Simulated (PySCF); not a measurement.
PySCF 2.14 output of an unrestricted B3LYP calculation on a single atom or ion in dyall-av2z (22s15p11d2f, 136 functions), with the non-relativistic Hamiltonian (point nucleus):

```
SCF conv_tol = 1e-09
number electrons alpha = 21  beta = 18
    P. J. Stephens, F. J. Devlin, C. F. Chabalowski, and M. J. Frisch.,  J. Phys. Chem. 98, 11623 (1994)
cycle= 1 E= -3540.74232523392  delta_E= -0.0198  |g|= 0.0254  |ddm|= 0.113
cycle= 2 E= -3540.74237053386  delta_E= -4.53e-05  |g|= 0.00726  |ddm|= 0.019
cycle= 3 E= -3540.74238402124  delta_E= -1.35e-05  |g|= 0.00542  |ddm|= 0.00918
cycle= 4 E= -3540.74238949178  delta_E= -5.47e-06  |g|= 0.000766  |ddm|= 0.00276
cycle= 5 E= -3540.74238956731  delta_E= -7.55e-08  |g|= 5.91e-05  |ddm|= 0.000423
cycle= 6 E= -3540.74238956826  delta_E= -9.45e-10  |g|= 3.67e-06  |ddm|= 6e-05
converged SCF energy = -3540.74238956826  <S^2> = 3.7509355  2S+1 = 4.0004677
```

The run itself started from symmetry-adapted Hartree-Fock orbitals and held the occupation by maximum overlap, on a logarithmic radial grid, so the iterations belong to that start.

Which element, charge and spin multiplicity is this?

Zr⁺ (zirconium, charge +1), multiplicity 4; the state was [Kr] 4d3, high-spin 4F determinant (an excited configuration).

A non-relativistic calculation at this Z misses sizeable relativistic shifts.
